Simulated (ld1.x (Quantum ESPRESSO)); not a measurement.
## Ru (Z = 44), TM: configuration errors across variants

ruthenium (Ru), norm-conserving Troullier–Martins (Kleinman–Bylander form), made with ld1.x (Quantum ESPRESSO) 7.5 (LDA (PZ), scalar-relativistic). Core [Kr], reference 4d6 5s0 5p0 (charge +2). Waves: 5p (bound, empty): rc 1.30 bohr; 4d (bound): rc 1.70 bohr; 5s (bound, empty): rc 2.60 bohr. Local part: the s channel. Core correction: Bessel-smoothed model core inside 1.25 bohr.

All-electron excitation energies from the reference (eV): (1) 4d7 5s1 5p0 -26.051; (2) 4d7 5s0 5p0 -18.437; (3) 4d5 5s0 5p0 30.849; (4) 4d6 5s1 5p0 -15.729; (5) 4d6 5s2 5p0 -24.437; (6) 4d7 5s0.5 5p0 -23.035; (7) 4d8 5s0 5p0 -26.318; (8) 4d6 5s0 5p0 spin -2.497; (9) 4d7 5s1 5p0 spin -27.700.

Spin tests fill each open shell by Hund’s rule, majority spin first.

For the base: The 5p radius (1.30 bohr) lies inside the outermost node of the all-electron wave (1.37 bohr), which a nodeless pseudo-wave cannot match soundly.

A true bound ghost makes a file unfit for plane-wave use even where its test errors are small: the radial tests pick states by their node count and pass the ghost by.

Errors AE − PS in meV (a dash: test not solved or not reliable):

| change | (1) | (2) | (3) | (4) | (5) | (6) | (7) | (8) | (9) | bound ghosts |
| --- | --- | --- | --- | --- | --- | --- | --- | --- | --- | --- |
| base | -98 | -140 | -236 | -9.0 | -26 | -117 | -357 | +51 | -64 | p |
| all radii but the core radius scaled by about 0.77 (s 2.00, p 1.00, d 1.32 bohr) | -80 | -127 | -224 | -3.3 | -6.4 | -103 | -318 | +38 | -56 | p |
| all radii but the core radius scaled by about 0.83 (s 2.16, p 1.08, d 1.42 bohr) | -92 | -136 | -234 | -7.0 | -19 | -112 | -343 | +41 | -64 | p |
| all radii but the core radius scaled by about 0.91 (s 2.36, p 1.18, d 1.54 bohr) | -98 | -140 | -238 | -9.1 | -26 | -117 | -358 | +44 | -68 | p |
| all radii but the core radius scaled by about 1.07 (s 2.80, p 1.40, d 1.82 bohr) | -97 | -138 | -235 | -8.6 | -22 | -116 | -351 | +57 | -62 | p |
| all radii but the core radius scaled by about 1.13 (s 2.94, p 1.46, d 1.92 bohr) | -96 | -137 | -233 | -8.4 | -19 | -116 | -344 | +64 | -59 | p |
| all radii but the core radius scaled by about 1.32 (s 3.42, p 1.72, d 2.24 bohr) | -102 | -129 | -219 | -14 | -14 | -121 | -313 | +105 | -49 | p |
| all radii but the core radius scaled by about 1.38 (s 3.58, p 1.78, d 2.34 bohr) | -104 | -127 | -215 | -16 | -15 | -123 | -306 | +112 | -49 | p |

(1) Give the same row for: all radii but the core radius scaled by about 1.22 (s 3.18, p 1.58, d 2.08 bohr).

## Answers

(1) -97, -133, -227, -9.4, -14, -117, -330, +85, -52; bound ghosts: p.
